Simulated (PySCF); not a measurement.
BrCl, charge -1, doublet, at the geometry of the source list (a state made from the parent by changing its charge; the spin is typed, not shown lowest) (in this run its highest filled SCF level lies above zero, so its values depend strongly on the basis, on diffuse functions most of all). Base run: PBE0/6-31G** run with PySCF.

Input for PySCF:
```python
from pyscf import gto, scf, dft

mol = gto.Mole()
mol.atom = '''
    Cl    1.06790000    0.00000000    0.00000000
    Br   -1.06790000    0.00000000    0.00000000
'''
mol.basis = '6-31g**'
mol.charge = -1
mol.spin = 1
mol.verbose = 4
mol.symmetry = True
mol.build()

mf = dft.UKS(mol)
mf.xc = 'pbe0'
mf.kernel()
mf.analyze()
```

Each row names what was changed in the base input (with any setting that the change needs).

```csv
change,ΔE vs base (mEh),point group used,SCF cycles
base,0.000,Coov,9
symmetry = off,0.000,C1,9
symmetry_subgroup = C2v,0.000,C2v,9
```

Open shells are given as the SCF converged; they aren't shown to be the lowest states, and a large step between rows can be another state.
